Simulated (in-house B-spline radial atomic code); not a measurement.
**RPA and G0W0 on r2SCAN: the cadmium ion Cd⁺**

Configuration [Kr] 4d10 5s1, highest spin, mean-field start r2SCAN. Computed with a B-spline radial code for spherical atoms: all electrons, non-relativistic, point nucleus, each spin shell either full or empty, empty states to l = 9 with an (l + 1/2)⁻⁴ tail; G0W0 by contour deformation at full frequency.

Without relativity these are model numbers: it shifts the levels of so heavy an element strongly and can reorder them.

Command:
```bash
python run_gw.py task.json out
```
Settings (radii: box in bohr, nucleus in fm):
```
Z                        48
electrons                47
configuration            [Kr] 4d10 5s1
hamiltonian              nr
method                   r2scan
lmax                     9
spin_polarised           True
box_radius               23.78
intervals                55
ion_configuration        [Kr] 4d10
```

Time taken, with all properties: 10 s on 1 thread of Arm Neoverse N1, with other jobs on the host.

Energies (hartree):

```json
{"term": "mean-field total", "value": "-5467.25292"}
{"term": "Hartree-Fock functional on these orbitals", "value": "-5464.85956"}
{"term": "direct second order", "value": "-4.103"}
{"term": "second-order exchange", "value": "1.1367"}
{"term": "SOSEX correction", "value": "1.047"}
```

**Question.** What is the RPA correlation energy, and what remains with SOSEX?

**Answer.** RPA gives -3.5622 hartree (-2.06 eV per electron); RPA + SOSEX gives -2.5152, and the second-order doubles -2.9664 hartree (no singles). RPA lacks exchange-type terms and so overcorrelates at short range.

Quasi-particle levels (eV):

| level | occupied | mean field | Σx - vxc | Σc | QP weight | G0W0 |
| --- | --- | --- | --- | --- | --- | --- |
| 5s up | yes | -12.991 | -2.08 | ? | ? | ? |
| 4d down | yes | -21.432 | -7.53 | 1.36 | 0.852 | -27.597 |
| 5s down | no | -11.125 | 5.05 | -2.47 | 0.914 | -8.546 |

G0W0 = mean field + (Σx - vxc) + Σc, with Σc (partial-wave tail included) taken at the quasi-particle energy. Only the outer levels were computed. Levels of low weight are left out.

**Question.** Where does G0W0 put 5s up?

**Answer.** At -16.636 eV, with Σc = -1.57 eV and a quasi-particle weight of 0.942. The tabulated removal energy is 16.908 eV (NIST, measured); the calculation leaves out relativity, Breit and QED terms, and what these don't explain is the method's own error.

**Question.** What does it cost to remove one electron (to [Kr] 4d10) by differences of total energies, each species on its own start (correlation terms add to the Hartree-Fock functional)?

**Answer.** r2SCAN 16.241 eV, Hartree-Fock functional 14.726 eV, + RPA 16.549 eV, + RPA + SOSEX 15.859 eV, + second order 16.897 eV. Tabulated: 16.908 eV (NIST, measured); the calculation leaves out relativity, Breit and QED terms, and what these don't explain is the method's own error.
